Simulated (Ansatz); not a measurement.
Program: Ansatz. Geometries: PBE0-D4/def2-TZVP. ΔE: electronic, gas phase. CCSD(T)/CBS is the MP2 limit (def2-TZVPP, def2-QZVPP) plus CCSD(T) − MP2 in def2-TZVPP, frozen cores. This one scheme is used for every species. DFT in def2-TZVPP. B3LYP here is the variant with VWN-RPA as its local correlation; programs differ in this. For Ge outer-core shells are correlated without core-valence functions, which leaves a few kJ/mol of doubt a bond. Scalar relativity is left out up to krypton. Each species was taken in one conformer, which may not be the lowest.

`C[NH][GeH2][SiH3]` + H₂O → `C[NH][GeH2][OH]` + SiH₄  (formal hydrolysis of a Ge–Si bond)

`C[NH][GeH2][SiH3]`:

Z-matrix (Å, degrees):
```
C
N 1 1.450
H 1 1.100 2 115.0
H 1 1.094 2 110.1 3 121.9
H 1 1.094 2 109.5 3 -120.8
Ge 2 1.846 1 117.9 3 67.2
H 2 1.011 1 111.5 3 -65.1
Si 6 2.398 2 113.7 1 -58.6
H 6 1.542 2 106.0 1 62.3
H 6 1.540 2 106.5 1 179.4
H 8 1.489 6 110.0 2 -63.8
H 8 1.488 6 111.1 2 176.0
H 8 1.488 6 110.6 2 55.7
```

H₂O:

```xyz
3

O     0.167   -0.199   -0.290
H    -0.644    0.314   -0.324
H     0.477   -0.115    0.614
```

`C[NH][GeH2][OH]`:

```xyz
11

C     0.891    1.319    0.192
N    -0.394    0.776   -0.200
Ge   -0.887   -0.913    0.269
O     0.227   -2.192   -0.305
H     1.735    0.962   -0.413
H     0.877    2.412    0.143
H     1.100    1.049    1.230
H    -0.685    1.074   -1.118
H    -2.287   -1.138   -0.328
H    -0.786   -1.048    1.790
H     0.210   -2.301   -1.258
```

SiH₄:

```xyz
5

Si    0.000    0.000    0.000
H     0.705    0.680    1.115
H     0.843    0.050   -1.221
H    -1.291    0.686   -0.261
H    -0.257   -1.416    0.367
```

| level | ΔE (kcal/mol) | difference from CCSD(T)/CBS |
| --- | --- | --- |
| PBE-D4 | -3.3 | 2.9 |
| r2SCAN-D4 | -6.3 | -0.1 |
| ωB97M-V | -7.6 | -1.4 |
| B2PLYP | -8.9 | -2.7 |
| PBE | -4.3 | 1.9 |
| r2SCAN | -6.6 | -0.4 |
| PBE0 | -4.7 | 1.5 |
| B3LYP | -8.3 | -2.1 |
| MP2/def2-TZVPP | -8.5 | -2.3 |
| SCS-MP2/def2-TZVPP | -10.0 | -3.8 |
| CCSD/def2-TZVPP | -8.0 | -1.8 |
| CCSD(T)/def2-TZVPP | -7.6 | -1.4 |
| HF/def2-QZVPP | -13.0 | -6.8 |
| SCS-MP2/def2-QZVPP | -9.4 | -3.2 |
| HF/CBS(def2) | -13.0 | -6.8 |
| MP2/CBS(def2) | -7.1 | -0.9 |
| CCSD(T)/CBS | -6.2 | 0 |

Largest T1 diagnostic among the species: 0.012.

The D4 term adds +1.5 kcal/mol with B3LYP and +0.9 kcal/mol with PBE0; it sums over pairs of atoms, weighted by their polarisabilities, and B3LYP, whose exchange is more repulsive, gets the larger term. In def2-TZVPP, CCSD(T) changes the Hartree–Fock value by +5.3 kcal/mol (the triples alone add +0.4 kcal/mol) and MP2 by +4.4 kcal/mol.
